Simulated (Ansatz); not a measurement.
H2NZn, SMILES `[NH2][Zn]` radical at its PBE0-D4/def2-TZVP geometry, where that method's forces vanish. Charge 0, multiplicity 2.

```xyz
4

N    -0.0092   -0.3635   -0.1081
Zn   -0.4074    0.7067    1.4014
H     0.9674   -0.2713   -0.3757
H    -0.5509   -0.0719   -0.9176
```

What forces (eV/Å) does ωB97M-V/def2-TZVPP give on these atoms in Ansatz 0.2.0? (An estimate is asked.)

Ansatz gave: 
```
N1   0.015  0.125  0.004
Zn2  0.005 -0.046 -0.031
H3  -0.065 -0.032 -0.006
H4   0.045 -0.047  0.033
```
